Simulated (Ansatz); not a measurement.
`[SiH3][Al]1[CH2][O]1` and `[SiH3]B1CO1` differ in one element.

Ansatz, PBE0-D4/def2-TZVP geometries, multiplicity 1. 

```tsv
property	`[SiH3][Al]1[CH2][O]1`
zero-point energy (PBE0-D4/def2-TZVP) / kJ/mol	142.5
HOMO energy (PBE0/def2-TZVPP) / eV	-6.30
HOMO energy (PBE/def2-TZVPP) / eV	-5.16
HOMO–LUMO gap (PBE0/def2-TZVPP) / eV	4.70
LUMO energy (B3LYP/def2-TZVPP) / eV	-1.77
size of the dipole moment (B3LYP/def2-TZVPP) / D	2.80
```

(1) What does the change do to each property? (Best estimate.)

Results:

(1) The calculation gave: 
| property | `[SiH3]B1CO1` | shift |
| --- | --- | --- |
| zero-point energy (PBE0-D4/def2-TZVP) / kJ/mol | 154.3 | 11.8 |
| HOMO energy (PBE0/def2-TZVPP) / eV | -7.97 | -1.67 |
| HOMO energy (PBE/def2-TZVPP) / eV | -6.69 | -1.53 |
| HOMO–LUMO gap (PBE0/def2-TZVPP) / eV | 6.83 | 2.13 |
| LUMO energy (B3LYP/def2-TZVPP) / eV | -1.33 | 0.44 |
| size of the dipole moment (B3LYP/def2-TZVPP) / D | 1.17 | -1.63 |

With PBE0 the HOMO falls by 1.67 eV and the LUMO rises by 0.46 eV, so the gap widens by about 2.13 eV. PBE moves the HOMO by -1.53 eV and ωB97M-V by -1.72 eV. Dipoles are sizes alone; their direction can turn.

B3LYP here is the variant with VWN-RPA as its local correlation; programs differ in this.
